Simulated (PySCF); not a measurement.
# Reading the logs of faulty runs: AlBCH6N cation

All numbers below are calculated, not measured. They come from PySCF 2.14.0, an open-source quantum chemistry program, on an isolated molecule that a program drew, which may never have been made. The molecule is AlBCH6N cation (charge +1, singlet), drawn as the SMILES string `CN[BH][AlH+]`.

Each row is a Hartree-Fock (HF) and frozen-core CCSD(T) single point in the cc-pV(D+d)Z basis, meant for a local HF minimum. Run 1 is clean. Each other run has one planted mistake out of seven kinds, and not every kind appears here: one electron removed, one electron added, multiplicity raised by two, geometry at a saddle point, minimal basis STO-3G, one bond length entered in bohr, all coordinates scaled. The reference is restricted for singlets and unrestricted otherwise, and also for a bond in bohr. Adding or removing an electron swaps singlet and doublet. Electrons count all cores. HOMO and LUMO are orbital energies over both spins, the gradient is its largest component, and the lowest frequency (negative if imaginary) is given only where the gradient is small. Bond lengths are over the 9 bonds as drawn. T1 is the CCSD diagnostic: over 0.02 (restricted) or 0.045 (unrestricted) a single reference is doubtful.

Geometry of the clean run:
```xyz
10
AlBCH6N cation, angstrom
C    -0.8810    0.9439    1.2575
N    -0.7013   -0.3341    0.5637
B    -1.6996   -1.0649   -0.0088
Al   -1.3161   -2.9571   -1.0175
H    -0.3033    1.7227    0.7613
H    -1.9326    1.2157    1.2433
H    -0.5475    0.8579    2.2909
H     0.2533   -0.6340    0.5463
H    -2.8476   -0.7401   -0.0083
H    -1.1338   -4.3150   -1.7565
```

| run | electrons | basis functions | <S^2> | HOMO (eV) | LUMO (eV) | gradient (hartree/bohr) | lowest frequency (cm^-1) | mean bond (Å) | longest bond (Å) | T1 | HF (hartree) | CCSD(T) (hartree) | mistake |
|---|---|---|---|---|---|---|---|---|---|---|---|---|---|
| 1 | 36 | 95 | 0.000 | -15.58 | -4.51 | 2.4e-05 | 165 | 1.3358 | 2.178 | 0.0167 | -362.18915 | -362.69470 | no fault |
| 2 | 36 | 95 | 0.730 | -14.15 | -4.63 | 2.7e-02 | - | 1.4435 | 2.178 | 0.0583 | -362.06137 | -362.56404 | one bond length entered in bohr |
| 3 | 37 | 95 | 0.788 | -5.52 | 1.02 | 3.3e-02 | - | 1.3358 | 2.178 | 0.0188 | -362.37294 | -362.88979 | one electron added |
| 4 | 36 | 95 | 0.000 | -15.65 | -4.50 | 1.9e-02 | - | 1.3104 | 2.137 | 0.0159 | -362.18575 | -362.68794 | ? |
| 5 | 35 | 95 | 0.842 | -20.86 | -13.48 | 7.3e-02 | - | 1.3358 | 2.178 | 0.0260 | -361.65563 | -362.14067 | ? |

**Which mistake was planted in run 4, and what did it cost?**

The mean and the longest bond both change by the same factor, 0.981, and the gradient is no longer small. So the mistake is: all coordinates scaled. Subtracting run 1 and multiplying by 627.51 kcal/mol a hartree, the energy moved by 2.1 kcal/mol in HF and 4.2 kcal/mol in CCSD(T).

**Which mistake was planted in run 5, and what did it cost?**

It counts 35 electrons, one fewer than the clean run, at the same geometry and basis. So the mistake is: one electron removed. Subtracting run 1 and multiplying by 627.51 kcal/mol a hartree, the energy moved by 334.8 kcal/mol in HF and 347.7 kcal/mol in CCSD(T).

Cautions from the logs. Run 2: T1 is over the limit, so its CCSD(T) energy is less reliable.
